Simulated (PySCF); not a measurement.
HCl3OZr, charge +1, doublet, geometry from GFN2-xTB (such geometries of metal compounds can be far from the true shape) (the multiplicity is a formal guess) (all electrons, no relativity); R2SCAN/3-21G (PySCF).

Input for PySCF:
```python
from pyscf import gto, scf, dft

mol = gto.M(
    atom='''
Zr   -0.360074    0.208236    0.005845
Cl    1.551146    1.231524   -0.735115
Cl    0.514336   -0.636595    1.947641
Cl   -0.153000   -1.700946   -1.243573
O    -1.919354    1.109991    0.031159
H    -2.754422    1.592923    0.044715
''',
    basis='3-21g',
    charge=1,
    spin=1,
    verbose=4,
)

mf = dft.UKS(mol)
mf.xc = 'r2scan'
mf.init_guess = 'huckel'
mf.kernel()
mf.analyze()
```

It wrote (shortened):

```
PySCF version 2.14.0

[INPUT] verbose = 4
[INPUT] num. atoms = 6
[INPUT] num. electrons = 99
[INPUT] charge = 1
[INPUT] spin (= nelec alpha-beta = 2S) = 1
[INPUT] symmetry False subgroup None
[INPUT] Mole.unit = angstrom
[INPUT] Symbol           X                Y                Z      unit          X                Y                Z       unit  Magmom
[...]
nuclear repulsion = 777.868286041161
number of shells = 42
number of NR pGTOs = 180
number of NR cGTOs = 86
basis = 3-21g
ecp = {}

******** <class 'pyscf.dft.uks.UKS'> ********
method = UKS
initial guess = huckel
damping factor = 0
level_shift factor = 0
DIIS = <class 'pyscf.scf.diis.CDIIS'>
diis_start_cycle = 1
diis_space = 8
diis_damp = 0
SCF conv_tol = 1e-09
SCF conv_tol_grad = None
SCF max_cycles = 50
direct_scf = True
direct_scf_tol = 1e-13
number electrons alpha = 50  beta = 49
XC library pyscf.dft.libxc version 7.1.2
    S. Lehtola, C. Steigemann, M. J. T. Oliveira, and M. A. L. Marques,  SoftwareX 7, 1–5 (2018)
XC functionals = r2scan
    J. W. Furness, A. D. Kaplan, J. Ning, J. P. Perdew, and J. Sun,  J. Phys. Chem. Lett. 11, 8208–8215 (2020)
    J. W. Furness, A. D. Kaplan, J. Ning, J. P. Perdew, and J. Sun,  J. Phys. Chem. Lett. 11, 9248–9248 (2020)
    J. W. Furness, A. D. Kaplan, J. Ning, J. P. Perdew, and J. Sun,  J. Phys. Chem. Lett. 11, 8208–8215 (2020)
    J. W. Furness, A. D. Kaplan, J. Ning, J. P. Perdew, and J. Sun,  J. Phys. Chem. Lett. 11, 9248–9248 (2020)
radial grids:
    Treutler-Ahlrichs [JCP 102, 346 (1995); DOI:10.1063/1.469408] (M4) radial grids

becke partition: Becke, JCP 88, 2547 (1988); DOI:10.1063/1.454033
pruning grids: <function nwchem_prune>
grids dens level: 3
symmetrized grids: False
atomic radii adjust function: <function treutler_atomic_radii_adjust>
small_rho_cutoff = 0
Set gradient conv threshold to 3.16228e-05
Initial guess from on-the-fly Huckel, doi:10.1021/acs.jctc.8b01089.
Spherically averaged atomic HF for {'H', 'O', 'Zr', 'Cl'}

******** <class 'pyscf.scf.atom_hf.AtomSphAverageRHF'> ********
method = AtomSphAverageRHF
initial guess = minao
damping factor = 0
level_shift factor = 0
DIIS = <class 'pyscf.scf.diis.CDIIS'>
diis_start_cycle = 1
diis_space = 8
diis_damp = 0
SCF conv_tol = 1e-09
SCF conv_tol_grad = None
SCF max_cycles = 50
direct_scf = True
direct_scf_tol = 1e-13
atom = Zr
Set gradient conv threshold to 3.16228e-05
Initial guess from minao.
init E= -3516.79029522215
cycle= 1 E= -3521.61397622737  delta_E= -4.82  |g|=    0  |ddm|= 0.216
[...]
SCF not converged.
Total Energy =                       -4962.374181621497883
[...]
spin_pop of  1 Cl 3py      -0.00720
spin_pop of  1 Cl 3pz       0.00299
spin_pop of  1 Cl 4px      -0.00002
spin_pop of  1 Cl 4py       0.00009
spin_pop of  1 Cl 4pz       0.00028
spin_pop of  2 Cl 1s       -0.00000
spin_pop of  2 Cl 2s       -0.00000
spin_pop of  2 Cl 3s        0.00150
spin_pop of  2 Cl 4s        0.00009
spin_pop of  2 Cl 2px       0.00001
spin_pop of  2 Cl 2py       0.00008
spin_pop of  2 Cl 2pz       0.00001
spin_pop of  2 Cl 3px       0.15194
spin_pop of  2 Cl 3py       0.76920
spin_pop of  2 Cl 3pz       0.09173
spin_pop of  2 Cl 4px       0.00002
spin_pop of  2 Cl 4py       0.00017
spin_pop of  2 Cl 4pz       0.00009
spin_pop of  3 Cl 1s       -0.00000
spin_pop of  3 Cl 2s       -0.00000
spin_pop of  3 Cl 3s        0.00320
spin_pop of  3 Cl 4s       -0.00006
spin_pop of  3 Cl 2px      -0.00000
spin_pop of  3 Cl 2py      -0.00000
spin_pop of  3 Cl 2pz      -0.00001
spin_pop of  3 Cl 3px      -0.00013
spin_pop of  3 Cl 3py       0.00066
spin_pop of  3 Cl 3pz       0.01186
spin_pop of  3 Cl 4px       0.00005
spin_pop of  3 Cl 4py       0.00002
spin_pop of  3 Cl 4pz       0.00021
spin_pop of  4 O 1s       -0.00000
spin_pop of  4 O 2s       -0.00190
spin_pop of  4 O 3s       -0.00019
spin_pop of  4 O 2px       0.00052
spin_pop of  4 O 2py       0.00952
spin_pop of  4 O 2pz      -0.00290
spin_pop of  4 O 3px      -0.00004
spin_pop of  4 O 3py      -0.00001
spin_pop of  4 O 3pz      -0.00000
spin_pop of  5 H 1s       -0.00115
spin_pop of  5 H 2s       -0.00010
 ** Mulliken Spin Density (per atom)  **
spin density of  0 Zr =      0.03313
spin density of  1 Cl =     -0.06751
spin density of  2 Cl =      1.01483
spin density of  3 Cl =      0.01580
spin density of  4 O =      0.00499
spin density of  5 H =     -0.00124
 ** Mulliken pop alpha/beta on meta-lowdin orthogonal AOs **
 ** Mulliken pop       alpha | beta **
In total            50.00000 | 49.00000
 ** Mulliken atomic charges   ( Nelec_alpha | Nelec_beta ) **
charge of  0Zr =     -5.13161  (    22.58237     22.54924 )
charge of  1Cl =      0.05849  (     8.43700      8.50451 )
charge of  2Cl =      2.06961  (     7.97261      6.95778 )
charge of  3Cl =      4.51691  (     6.24944      6.23364 )
charge of  4O =     -1.06863  (     4.53681      4.53182 )
charge of  5H =      0.55522  (     0.22177      0.22301 )

WARN: System has nonzero charge 1; the dipole moment is origin-dependent.
Location of origin: [0. 0. 0.]

Dipole moment(X, Y, Z, Debye): 12.72519, -49.98722, -8.69267
```

The run did not converge; its last values are not results.
